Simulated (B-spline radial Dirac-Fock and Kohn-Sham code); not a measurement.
Level of theory: Dirac-Fock orbitals of the configuration average with a finite nucleus; a B-spline atomic structure program.

Question: This computed X-ray form factor belongs to an atom or ion in its tabulated ground configuration. Which?

```
sin θ/λ (Å⁻¹)      f₀
         0.05  27.663
         0.25  21.770
          0.3  19.939
          0.9   7.797
          1.1   6.681
            3   2.000
            4   1.358
            5   1.105
            6   0.929
```

Answer: Cu⁺, with 28 electrons in [Ar] 3d10. f₀ tends to the number of electrons as s goes to zero, which the first rows give only roughly, and the rate of fall reflects the nuclear charge, 29.

Question: This computed X-ray form factor belongs to an atom or ion in its tabulated ground configuration. Which?

| sin θ/λ (Å⁻¹) | f₀ |
| --- | --- |
| 0.06 | 45.907 |
| 0.07 | 45.873 |
| 0.11 | 45.688 |
| 0.18 | 45.171 |
| 0.32 | 43.461 |
| 0.67 | 36.395 |
| 0.96 | 29.625 |
| 1.67 | 18.309 |
| 2 | 15.753 |

Answer: Pb³⁶⁺, with 46 electrons in [Kr] 4d10. f₀ tends to the number of electrons as s goes to zero, which the first rows give only roughly, and the rate of fall reflects the nuclear charge, 82.

Question: This computed X-ray form factor belongs to an atom or ion in its tabulated ground configuration. Which?

| sin θ/λ (Å⁻¹) | f₀ |
| --- | --- |
| 0.05 | 52.890 |
| 0.1 | 52.563 |
| 0.5 | 43.596 |
| 0.7 | 36.956 |
| 0.9 | 30.625 |
| 1.6 | 17.656 |
| 2 | 14.725 |
| 5 | 4.929 |
| 6 | 4.167 |

Answer: Pt²⁵⁺, with 53 electrons in [Kr] 4d10 4f7. f₀ tends to the number of electrons as s goes to zero, which the first rows give only roughly, and the rate of fall reflects the nuclear charge, 78.

Question: This computed X-ray form factor belongs to an atom or ion in its tabulated ground configuration. Which?

| sin θ/λ (Å⁻¹) | f₀ |
| --- | --- |
| 0.1 | 23.828 |
| 0.15 | 23.614 |
| 0.2 | 23.321 |
| 0.3 | 22.511 |
| 0.45 | 20.836 |
| 1.1 | 11.911 |
| 1.8 | 6.840 |
| 2 | 6.193 |
| 2.5 | 5.129 |

Answer: Ru²⁰⁺, with 24 electrons in [Ar] 3d6. f₀ tends to the number of electrons as s goes to zero, which the first rows give only roughly, and the rate of fall reflects the nuclear charge, 44.

Question: This computed X-ray form factor belongs to an atom or ion in its tabulated ground configuration. Which?

```tsv
sin θ/λ (Å⁻¹)	f₀
0.05	35.787
0.06	35.694
0.09	35.319
0.13	34.612
0.16	33.944
0.19	33.176
0.33	28.834
0.48	24.161
1.8	7.025
```

Answer: Rh⁹⁺, with 36 electrons in [Ar] 3d10 4s2 4p6. f₀ tends to the number of electrons as s goes to zero, which the first rows give only roughly, and the rate of fall reflects the nuclear charge, 45.
